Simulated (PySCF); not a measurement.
# Computed properties of C4H4BNO, SMILES C#C[C@@H]1N=CB1O

C4H4BNO, SMILES C#C[C@@H]1N=CB1O. Geometry optimised at PBE0-D3(BJ)/def2-SVP. The structure was generated by enumeration; whether it is a known compound was not checked. Other conformers were not sampled. All values are computed for the isolated molecule unless a solvent is named; none is compared with measurement here.

**Structure.** All 27 harmonic modes at PBE0-D3(BJ)/def2-SVP (PySCF) are real, so it is a minimum. With heavy atoms numbered as in [CH:1]#[C:2][C@@H:3]1[N:4]=[CH:5][B:6]1[OH:7], the shortest bond between them is C1–C2 at 1.213 Å and the longest C3–B6 at 1.608 Å.

**Vibrations.** The strongest infrared lines (harmonic, unscaled, degenerate partners summed) lie at 1540 cm⁻¹ (332 km/mol, B 69 %, O 19 %, C 9 %), 3873 cm⁻¹ (94 km/mol, H 94 %), 602 cm⁻¹ (93 km/mol, H 82 %, O 8 %). The softest mode is at 83 cm⁻¹ and the zero-point energy is 47.9 kcal/mol.

**Electronic structure.** M06-2X/def2-TZVP (PySCF) places the frontier levels at -8.54 and -0.59 eV, a gap of 7.95 eV, and gives a dipole moment of 2.25 D and a mean polarisability of 64.5 bohr³. PBE/def2-TZVP (PySCF) at the same geometry gives -5.97 and -2.69 eV, so its gap is 4.67 eV narrower. An orbital gap is neither the optical nor the fundamental gap.

**Excitations.** TDDFT-CAM-B3LYP/def2-SVPD (PySCF) has S1 at 4.07 eV (305 nm, f = 0.007, weak); the most intense of the 10 singlets computed lies at 7.14 eV (f = 0.05). T1 (TDA) is at 3.15 eV. TDDFT-PBE/def2-SVPD (PySCF) puts S1 at 3.54 eV. No vertical singlet excitation falls in the visible range (under 3.1 eV).

**NMR.** GIAO shifts at PBE0/pcSseg-1 (PySCF) (non-relativistic, atoms alike by connectivity averaged): ¹³C from 62.4 to 208.6 ppm against TMS; ¹H from 2.7 to 9.5 ppm against TMS; ¹¹B at 19.4 ppm against BF3.
